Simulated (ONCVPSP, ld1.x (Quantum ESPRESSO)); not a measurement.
**Potentials for Cl compared**

Generated with ld1.x 7.5 (TM, RRKJ, ultrasoft, PAW), atompaw 4.2 or ONCVPSP 4.0.1. The cutoff is in Ry: for ld1.x and atompaw files where the sum of valence levels is converged to 10 mRy in a Bessel basis, for ONCV files where the hardest occupied wave has 1 mHa per electron of residual kinetic energy. The error is the largest all-electron minus pseudo excitation energy over each file’s own four to seven test configurations (ionisations up to +4, promotions, holes and added fractions of an electron), all of which were solved. The labels leave out finer settings (local radius, basis sizes, second energies), which also bear on the numbers. Spin-polarised tests are not counted. The rows are a selection from randomly drawn settings: files with unsolved tests, undetermined cutoffs or missed reference levels are left out.

A true bound ghost makes a file unfit for plane-wave use even where its test errors are small: the radial tests pick states by their node count and pass the ghost by.

```csv
potential,cutoff (Ry),largest error (meV),bound ghosts
"ONCV, PBE, scalar-relativistic, rc 1.12/1.62/1.24 (spd), local smoothed, core correction yes, reference 3s2 3p3, qcut 5/6.6/9.7, projectors 2/1/2",222,+29,s
"TM semilocal, PBE, non-relativistic, rc 1.40/1.15/1.35 (spd), local p, core correction no, reference 3s2 3p5",70,+185,none
"TM, LDA (PZ), non-relativistic, rc 1.35/1.10 (sp), local s, core correction yes, reference 3s2 3p3.5",90,+117,none
```

Q: Fill in the row for Cl: PAW, BP86, non-relativistic, rc 1.15/1.70 (sp), local smoothed, core correction yes, reference 3s2 3p5.

A: cutoff 30 Ry, largest error -62 meV, bound ghosts: none.

Q: Fill in the row for Cl: ultrasoft, PBE, non-relativistic, rc 1.30/1.35/1.25 (spd), local smoothed, core correction yes, reference 3s2 3p5.

A: cutoff 25 Ry, largest error +52 meV, bound ghosts: none.

Q: Fill in the row for Cl: PAW, PBE, scalar-relativistic, rc 1.60/1.40 (sp), local smoothed, core correction yes, reference 3s2 3p4.5.

A: cutoff 25 Ry, largest error -73 meV, bound ghosts: none.
